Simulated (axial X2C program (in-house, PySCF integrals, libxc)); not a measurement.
**Potential curves of SbS⁺, with spin–orbit coupling**

Computed with an in-house relativistic program for diatomic molecules. Two-component (2c) means X2C with spin–orbit coupling and atomic mean-field two-electron Coulomb and Gaunt terms. Basis: Sb dyall-cv3z [11s12p8d4f1g], S dyall-av3z [9s8p3d2f] (cores contracted in-house); Gaussian nuclei, density fitting, unrestricted open shells. Masses: Sb 120.904 u, S 31.972 u.

State: Ω = 0 (closed shell). Energies in eV from the lowest point of each curve. Fits are polynomials in 1 − R0/R over 0.85 to 1.23 times the lowest point R0.

| R (Å) | PBEsol |
| --- | --- |
| 1.8635 | 1.8375 |
| 1.9492 | 0.7991 |
| 2.0135 | 0.3416 |
| 2.0777 | 0.0916 |
| 2.1420 | 0.0000 |
| 2.2170 | 0.0440 |
| 2.2919 | 0.2054 |
| 2.3883 | 0.5295 |
| 2.5061 | 1.0307 |
| 2.6775 | 1.8418 |

One determinant describes the state; a PBE0 search over occupations chose it and may have missed a lower one. The closed shell is kept restricted, so the energy runs too high when the bond is stretched far.

Q: Fit the PBEsol curve near its minimum: give the equilibrium distance and the harmonic wavenumber.

A: At PBEsol, 2c: Re = 2.156 Å, ωe ≈ 543 cm⁻¹; Be follows as 0.143 cm⁻¹.
